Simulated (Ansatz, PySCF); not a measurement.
Gas-phase reaction (SMILES): N[Si](Cl)(Cl)Cl + O (H2O) -> O[Si](Cl)(Cl)Cl + N (NH3); water cleaves one Si-N bond, a model of a ligand-exchange step.

Geometries: B3LYP-D3(BJ)/def2-TZVP minima from Ansatz (a program for electronic structure), one conformer each, not searched for the lowest. Correlated levels leave the core frozen unless marked. Spin-orbit coupling is left out. Non-relativistic. CBS marks a two-point X^-3 extrapolation of the correlation energy; Hartree-Fock from the larger set. [CCSD(T)-MP2]/basis is that difference in the basis named. Thermal terms are rigid-rotor harmonic-oscillator values from B3LYP-D3(BJ) frequencies (Ansatz or PySCF) at 298.15 K and 1 atm. 1 Eh = 627.5095 kcal/mol.

```
species          E, RI-MP2/CBS(aug-cc-pV(T+d)Z,aug-cc-pV(Q+d)Z)+[CCSD(T)-MP2]/aug-cc-pV(T+d)Z (Ansatz) (Eh)  E, r2SCAN-D4/def2-TZVPD (Ansatz + dftd4) (Eh)  H - E (Eh)  G - E (Eh)
---------------  ------------------------------------------------------------------------------------------  ---------------------------------------------  ----------  ----------
N[Si](Cl)(Cl)Cl                                                                                 -1724.50925                                    -1726.18725     0.03959    -0.00133
O (H2O)                                                                                           -76.37791                                      -76.42298     0.02495     0.00353
O[Si](Cl)(Cl)Cl                                                                                 -1744.39387                                    -1746.07821     0.02725    -0.01279
N (NH3)                                                                                           -56.50756                                      -56.54744     0.03799     0.01614
```

Task: Work out ΔE and ΔH, ΔG, ΔS and the equilibrium constant at 298.15 K at the first level, then ΔH at the second.

Result: 
1. ΔE = [(-1744.39387) + (-56.50756)] - [(-1724.50925) + (-76.37791)] = -0.01427 Eh = -9.0 kcal/mol at RI-MP2/CBS(aug-cc-pV(T+d)Z,aug-cc-pV(Q+d)Z)+[CCSD(T)-MP2]/aug-cc-pV(T+d)Z.
2. The terms H - E add up to 0.00070 Eh, so ΔH = (-0.01427 + (0.00070))×627.5095 = -8.5 kcal/mol.
3. The terms G - E add up to 0.00115 Eh, so ΔG = -8.2 kcal/mol, and ΔS = (0.00070 - (0.00115))×627509.5/298.15 = -0.9 cal/(mol K).
4. log10 K = -ΔG/(RT ln 10) = 6.0, with RT ln 10 = 1.3642 kcal/mol.
5. At r2SCAN-D4/def2-TZVPD the same steps give ΔE = -9.7 and ΔH = -9.2 kcal/mol, a shift of -0.7 from the first level.
6. These values are not checked against measurement here, since the tables used lack a sound gas-phase enthalpy of formation for at least one species.
